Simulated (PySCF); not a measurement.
Highest harmonic wavenumber (cm⁻¹) of eight silicon and germanium compounds: PBE-D3(BJ) beside PBE0-D3(BJ), computed with PySCF for isolated molecules in the bases named; differences from unrounded values. The eight are the first of their class met in an unordered collection, after screening for sound electronic states; none was chosen by its value. Each level has its own optimised geometry.

| molecule | basis | PBE0-D3(BJ) |
|---|---|---|
| C₂H₁₀ClNSi₂, SMILES CN[Si@@H](Cl)C[SiH3] | def2-SVP | 3621 |
| ClF₂GeH₂N, SMILES [Ge]([F])([NH2])([Cl])[F] | def2-SVP | 3705 |
| C₃H₉ClOSi, SMILES Cl[SiH2]C(C)(O)C | def2-SVP | 3829 |
| CH8FNOSi2, SMILES C[SiH2]N[Si@H](O)F | def2-SVP | 3939 |
| C3H6GeO, SMILES C[C]1=C[O][GeH2]1 | def2-SVP | 3161 |
| CH₆O₂Si₂, SMILES O1C[SiH2][Si@H]1O | def2-SVP | 3927 |
| CH7ClOSi2, SMILES [SiH3]CO[SiH2]Cl | def2-SVP | 3106 |
| C₂H₇FSi₂, SMILES F[SiH2]/C=C\[SiH3] | def2-SVP | 3138 |

**Question.** Estimate the PBE-D3(BJ) values and say how PBE-D3(BJ) differs from PBE0-D3(BJ) over the set. (An estimate is asked for; the answer gives what the named calculation found.)

**Answer.** 
| molecule | PBE-D3(BJ) | difference |
|---|---|---|
| C₂H₁₀ClNSi₂, SMILES CN[Si@@H](Cl)C[SiH3] | 3494 | -127 |
| ClF₂GeH₂N, SMILES [Ge]([F])([NH2])([Cl])[F] | 3556 | -149 |
| C₃H₉ClOSi, SMILES Cl[SiH2]C(C)(O)C | 3636 | -192 |
| CH8FNOSi2, SMILES C[SiH2]N[Si@H](O)F | 3770 | -169 |
| C3H6GeO, SMILES C[C]1=C[O][GeH2]1 | 3059 | -102 |
| CH₆O₂Si₂, SMILES O1C[SiH2][Si@H]1O | 3755 | -172 |
| CH7ClOSi2, SMILES [SiH3]CO[SiH2]Cl | 3009 | -97 |
| C₂H₇FSi₂, SMILES F[SiH2]/C=C\[SiH3] | 3044 | -94 |
PBE-D3(BJ) lies below PBE0-D3(BJ) in 8 and above it in 0 of the eight; the mean signed difference is -138 and the largest -192 cm⁻¹.
